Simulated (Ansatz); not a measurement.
Stepwise reaction of `C[SiH](C)C#N` with hydrogen, as a gas-phase model of exchange steps in deposition or etching. ΔE in kJ/mol; ΔG adds harmonic PBE0-D4 terms to CCSD(T)/CBS, at 1 bar.

Calculated with Ansatz (gas phase, PBE0-D4/def2-TZVP geometries, no zero-point term in ΔE). CCSD(T)/CBS adds triple-zeta CCSD(T) − MP2 to the extrapolated MP2 energy (def2 sets, frozen cores). This one scheme is used for every species. Functionals use def2-TZVPP. B3LYP here is the variant with VWN-RPA as its local correlation; programs differ in this.

```tsv
step	reaction	PBE-D4	B3LYP-D4	ωB97M-V	CCSD(T)/CBS	ΔG(400 K)
1	`C[SiH](C)C#N` + H₂ → `C[SiH2]C#N` + CH₄	-16.8	-21.8	-18.1	-18.3	-13.1
```

Task: Give the row of step 2, `C[SiH2]C#N` + H₂ → `N#C[SiH3]` + CH₄. (An estimate is asked.)

Result: The calculation gave: 
| step | reaction | PBE-D4 | B3LYP-D4 | ωB97M-V | CCSD(T)/CBS | ΔG(400 K) |
| --- | --- | --- | --- | --- | --- | --- |
| 2 | `C[SiH2]C#N` + H₂ → `N#C[SiH3]` + CH₄ | -16.8 | -22.2 | -18.5 | -18.8 | -10.3 |

Task: By hand: ΔE of the 2 steps together at CCSD(T)/CBS.

Result: (-18.3) + (-18.8) = -37.1 kJ/mol, or -18.6 kJ/mol a step.

In ΔE the steps differ by no more than 0.5 kJ/mol. All are downhill at CCSD(T)/CBS. ΔG lies between -13.1 and -10.3 kJ/mol a step. PBE-D4 differs from CCSD(T)/CBS by 1.5 to 2.0 kJ/mol a step. Isolated molecules leave out the surface, adducts and barriers. Largest T1 diagnostic: 0.013.
